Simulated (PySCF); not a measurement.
**PBE0 on Xe (xenon, neutral)**

Configuration: [Kr] 4d10 5s1 5p6 6p1, high-spin 3P determinant (an excited configuration). All numbers are calculated (PySCF 2.14, a scalar-relativistic core potential, in aug-cc-pV5Z-PP with ECP28MDF (8s8p6d4f3g2h, 139 functions)).

```json
{
 "Total energy": "-328.5451 hartree",
 "One-electron energy": "-564.8642 hartree",
 "Hartree (Coulomb) energy": "259.7414 hartree",
 "Exchange-correlation energy": "-23.4222 hartree",
 "⟨S²⟩": "2.0023",
 "⟨L²⟩": "2.001",
 "Sum of ⟨r⟩": "37.02 bohr",
 "Sum of ⟨r²⟩": "106.8 bohr²",
 "Traceless quadrupole moment −½Σ⟨3z² − r²⟩ along its main axis": "-22.7 e·bohr²",
 "Time after the integrals": "of the order of 6 core-seconds"
}
```

```
shell  electrons  mean orbital energy (hartree)  spread (hartree)  rms radius, mean of both spins (bohr)
 4s α          1                       -7.80103                 0                                  0.768
 4s β          1                       -7.78973                 0                                  0.768
 4p α          3                       -5.69819           0.00103                                  0.821
 4p β          3                       -5.68975           0.00147                                  0.821
 4d α          5                       -2.57272           0.00120                                  0.936
 4d β          5                       -2.56228           0.00158                                  0.936
 5s α          1                       -1.05173                 0                                   1.93
 5p α          3                       -0.56328           0.00314                                   2.32
 5p β          3                       -0.51748           0.00535                                   2.32
 6p α          1                       -0.06161                 0                                   7.53
```

Energies and moments cover only the electrons outside the core potential. The outer electron is Rydberg-like, and this basis confines it to a smaller radius and binds it less than a complete one would.
